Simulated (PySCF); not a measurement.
Nb(CH2)Br3, CH2Br3Nb (singlet state).
Bonds: Nb1–C2, Nb1–Br5, Nb1–Br6, Nb1–Br7. Hydrogens: H3, H4 on C2.

Computed by this run: PBE0-D3(BJ)/def2-SVP geometry optimisation, gas phase, def2 core potentials past Kr (PySCF); density fitting, grid level 1; the optimiser is geomeTRIC in internal coordinates, started from a GFN2-xTB structure with every atom displaced at random (about 0.03 Å).

The end geometry, which sets the zero of energy:
```
atom  x, y, z in Å
Nb1    -0.0135    0.0541   -0.7008
C2      0.1774   -0.0369    1.1639
H3     -0.6612    0.3046    1.7919
H4      1.0403   -0.4707    1.6889
Br5     2.2063   -0.0345   -1.6429
Br6    -1.3387    2.0276   -1.1432
Br7    -1.3187   -1.9462   -1.2263
```

Question: These geometries come from the run, each turned onto the end geometry. Order them by energy, lowest first.
A.
```
atom  x, y, z in Å
Nb1    -0.0141    0.0551   -0.6951
C2      0.1527   -0.0260    1.1799
H3     -0.6336    0.3369    1.8589
H4      1.0397   -0.4770    1.6555
Br5     2.2068   -0.0624   -1.6364
Br6    -1.3609    2.0188   -1.1531
Br7    -1.2987   -1.9474   -1.2783
```
B.
```
atom  x, y, z in Å
Nb1     0.0260    0.0161   -0.7174
C2      0.1369   -0.0278    1.2486
H3     -0.6232    0.3770    1.9643
H4      1.0809   -0.4908    1.7647
Br5     2.1611   -0.0993   -1.7082
Br6    -1.4205    2.0307   -1.2224
Br7    -1.2693   -1.9079   -1.3982
```
C.
```
atom  x, y, z in Å
Nb1    -0.0098    0.0528   -0.6604
C2      0.1393   -0.0193    1.1681
H3     -0.6269    0.3474    1.8650
H4      1.0355   -0.4482    1.6388
Br5     2.2113   -0.0745   -1.6405
Br6    -1.3509    1.9635   -1.1272
Br7    -1.3067   -1.9237   -1.3124
```
D.
```
atom  x, y, z in Å
Nb1    -0.0122    0.0531   -0.6915
C2      0.1480   -0.0248    1.1940
H3     -0.6236    0.3387    1.8868
H4      1.0384   -0.4650    1.6626
Br5     2.2162   -0.0705   -1.6504
Br6    -1.3692    2.0091   -1.1621
Br7    -1.3057   -1.9426   -1.3080
```

Answer: A (0.003 eV), D (0.011 eV), C (0.056 eV), B (0.321 eV).

In the order of the answer:

| step | E above end (eV) | largest force (eV/Å) | rms force component (eV/Å) | rms distance from end (Å) | rms bond change (Å) | bond most changed (Å) |
| --- | --- | --- | --- | --- | --- | --- |
| 3 | 0.003 | 0.18 | 0.059 | 0.043 | 0.005 | Nb1–C2 +0.008 |
| 2 | 0.011 | 0.47 | 0.130 | 0.059 | 0.011 | Nb1–C2 +0.017 |
| 1 | 0.056 | 1.58 | 0.485 | 0.064 | 0.024 | Nb1–C2 -0.041 |
| 0 | 0.321 | 3.09 | 0.942 | 0.127 | 0.072 | Nb1–Br6 +0.113 |

The cost below is that of the whole optimisation. Time: 7.9 min of wall time; peak memory 0.75 GiB. Hardware: one thread of an Intel Xeon at 2.50 GHz (shared host).
